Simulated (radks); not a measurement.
Q: The mean radii <r> (bohr) of the occupied orbitals of an atom or ion are listed with their occupations. All-electron calculation, Dirac Kohn-Sham, PBE, spin-unpolarised, spherical densities, finite nucleus; Fermi nuclear charge, rms radius of each element as measured or else 0.836 A^(1/3) + 0.57 fm. Program: a radial shooting solver on a logarithmic mesh with Libxc functionals.

| orbital | occ. | <r> |
|---|---|---|
| 1s1/2 | 2 | 0.02781 |
| 2s1/2 | 2 | 0.1194 |
| 2p1/2 | 2 | 0.1008 |
| 2p3/2 | 4 | 0.1064 |
| 3s1/2 | 2 | 0.3218 |
| 3p1/2 | 2 | 0.3122 |
| 3p3/2 | 4 | 0.3236 |
| 3d3/2 | 4 | 0.2947 |
| 3d5/2 | 6 | 0.2983 |
| 4s1/2 | 2 | 0.7646 |
| 4p1/2 | 2 | 0.8015 |
| 4p3/2 | 4 | 0.8301 |
| 4d3/2 | 4 | 0.9635 |
| 4d5/2 | 6 | 0.9757 |
| 5s1/2 | 2 | 2.032 |
| 5p1/2 | 1 | 2.416 |
| 5p3/2 | 2 | 2.514 |

Name the element and its charge. Open shells, if any, are shared by 2j + 1.

A: Z = 52, tellurium, charge +1: Te+ in [Kr] 4d10 5s2 5p3. The 1s radius gives Z: for a bare nucleus <r> = (2 gamma + 1)/(2Z) with gamma = sqrt(1 - (Z/c)^2), 0.02741 bohr for Z = 52, and screening makes it slightly larger (0.02781 here). The occupations add up to 51, and the charge is Z minus that.
